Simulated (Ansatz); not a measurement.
Relaxing a trial structure of FGeH2Si+

The starting geometry of this gas-phase singlet was optimised with GFN2-xTB.

```csv
atom,x (Å),y (Å),z (Å)
F,-1.5460,0.7003,1.7933
Ge,-0.9953,1.5825,3.2283
Si,1.3376,1.3034,2.0206
H,1.7945,2.0117,0.7955
H,2.2057,0.0976,1.9911
```

Problem. Predict what it relaxes into with PBE-D3(BJ)/def2-SVP.

Solution. A new bond forms, giving a structure with F1 bridging Ge2 and Si3, given below by its coordinates. Distances that change by over a tenth: F1–Ge2 (1.77 → 2.05 Å). Contacts that close: F1–Si3 (2.95 → 1.82 Å).

The energy falls by 0.73 eV over 11 steps:

| step | E − E(last) (eV) |
| --- | --- |
| 1 | 0.731 |
| 2 | 0.671 |
| 3 | 0.607 |
| 4 | 0.478 |
| 5 | 0.312 |
| 7 | 0.048 |
| 8 | 0.022 |
| 9 | 0.001 |
| 10 | 0.000 |
| 11 | 0.000 |

Final geometry (Å):

```yaml
atoms:
  - { symbol: F, position_ang: [-0.6418, 0.6810, 1.5838] }
  - { symbol: Ge, position_ang: [-0.8952, 1.6977, 3.3461] }
  - { symbol: Si, position_ang: [1.0563, 1.2288, 1.9584] }
  - { symbol: H, position_ang: [1.4348, 2.1207, 0.8198] }
  - { symbol: H, position_ang: [1.8423, -0.0326, 2.1207] }
```

Frequencies at the end are all real (lowest 257 cm⁻¹). Run with Ansatz 0.2.0, 8.1 s on 1 thread of Intel(R) Xeon(R) 6975P-C (Granite Rapids) (shared host).
